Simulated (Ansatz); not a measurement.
Reaction (ligand exchange at the Al–C bond): `[AlH2][CH2][CH2][GeH3]` + `C=C=N` → `C=C=[N][AlH2]` + `C[CH2][GeH3]`

Isolated molecules relaxed with PBE0-D4/def2-TZVP in Ansatz; ΔE leaves out vibrations. CCSD(T)/CBS is the MP2 limit (def2-TZVPP, def2-QZVPP) plus CCSD(T) − MP2 in def2-TZVPP, frozen cores. This one scheme is used for every species. DFT in def2-TZVPP. For Ge outer-core shells are correlated without core-valence functions, which leaves a few kJ/mol of doubt a bond. Scalar relativity is left out up to krypton. One conformer a species, not always the lowest.

| level | ΔE (kcal/mol) | difference from CCSD(T)/CBS |
| --- | --- | --- |
| PBE-D4 | -31.5 | 1.2 |
| ωB97X-V | -32.7 | 0.0 |
| PBE | -31.9 | 0.8 |
| MP2/def2-TZVPP | -34.8 | -2.1 |
| SCS-MP2/def2-TZVPP | -34.7 | -2.0 |
| CCSD/def2-TZVPP | -33.4 | -0.7 |
| CCSD(T)/def2-TZVPP | -33.0 | -0.3 |
| HF/CBS(def2) | -37.6 | -4.9 |
| MP2/CBS(def2) | -34.5 | -1.8 |
| CCSD/CBS(def2) | -33.2 | -0.5 |
| CCSD(T)/CBS | -32.7 | 0 |

Largest T1 diagnostic among the species: 0.015.

In def2-TZVPP, CCSD(T) changes the Hartree–Fock value by +4.6 kcal/mol (the triples alone add +0.4 kcal/mol) and MP2 by +2.8 kcal/mol. From PBE to PBE0 (25 % exact exchange), in def2-TZVPP and without D4, ΔE moves by −0.8 kcal/mol.
